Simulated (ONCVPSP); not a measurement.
What the settings do to the ONCV potential of Ce (Z = 58)

Base potential:

```json
{"Element": "Ce (Z = 58)", "Generator": "ONCVPSP 4.0.1", "Type": "optimised norm-conserving Vanderbilt (ONCV)", "Functional": "PBE", "Relativity": "scalar-relativistic", "Frozen core": "[Kr] 4d10", "Valence charge": "12", "Reference configuration": "4f1 5s2 5p6 5d1 6s1 (charge +1)", "Partial waves": "5s+6s: rc 2.70 bohr, ncon 4, nbas 8, qcut 4.4 1/bohr, 3 projectors, debl 2.9 Ha; 5p: rc 2.00 bohr, ncon 4, nbas 8, qcut 3.8 1/bohr, 2 projectors, debl 1.8 Ha; 5d: rc 3.45 bohr, ncon 5, nbas 10, qcut 4.1 1/bohr, 2 projectors, debl 0.6 Ha; 4f: rc 1.85 bohr, ncon 4, nbas 8, qcut 10.3 1/bohr, 2 projectors, debl 2.1 Ha", "Local potential": "polynomial inside 1.35 bohr (lpopt 2, dvloc0 6 Ha)", "Core correction": "Teter function, fcfact 6, rcfact 1.2"}
```

Cutoffs, loose and tight: the cutoffs (Ha) at which the residual kinetic energy of the hardest occupied pseudo-wave falls to 1 and 0.1 mHa per electron. They do not see the model core or the augmentation charge, which bear on the density cutoff. Test errors are all-electron minus pseudo excitation energies from the reference, over the configurations 4f1 5s2 5p6 5d1 6s2; 4f1 5s2 5p6 5d1 6s0; 4f1 5s2 5p6 5d0 6s0; 4f1 5s2 5p6 5d1.5 6s1.5. A dash means not determined; rows that change the core or the reference have their own tests.

```tsv
change	outcome	cutoff, loose	cutoff, tight	bound ghosts	GHOST(+) flags above zero	largest test error (meV)
base	generated	41 Ha	49 Ha	none	none	+8.2
core correction Teter function, fcfact 6, rcfact 0.98	generated	41 Ha	49 Ha	none	none	+7.6
core correction Teter function, fcfact 6, rcfact 1.12	generated	41 Ha	49 Ha	none	none	+8.0
core correction Teter function, fcfact 6, rcfact 1.26	generated	41 Ha	49 Ha	none	none	+8.1
core correction Teter function, fcfact 6, rcfact 1.58	generated	41 Ha	49 Ha	none	none	-26
core correction Teter function, fcfact 6, rcfact 1.76	generated	41 Ha	49 Ha	none	none	-105
```

(1) What comes out with this change to the base: core correction Teter function, fcfact 6, rcfact 1.86?

(2) What comes out with this change to the base: core correction Teter function, fcfact 6, rcfact 1.42?

(3) What comes out with this change to the base: core correction Teter function, fcfact 6, rcfact 2?

Answers

(1) outcome: generated; cutoff, loose: 41 Ha; cutoff, tight: 49 Ha; bound ghosts: none; GHOST(+) flags above zero: none; largest test error (meV): -170.

(2) outcome: generated; cutoff, loose: 41 Ha; cutoff, tight: 49 Ha; bound ghosts: none; GHOST(+) flags above zero: none; largest test error (meV): -5.0.

(3) outcome: generated; cutoff, loose: 41 Ha; cutoff, tight: 49 Ha; bound ghosts: none; GHOST(+) flags above zero: none; largest test error (meV): -275.

Reading the sweep of the rcfact (base included, trends over the rows without a ghost): The loose cutoff stays near 41 Ha. The median size of the test errors (rows with all tests solved) rises from 2.4 meV at 0.98 to 41.2 meV at 2, with one reversal.
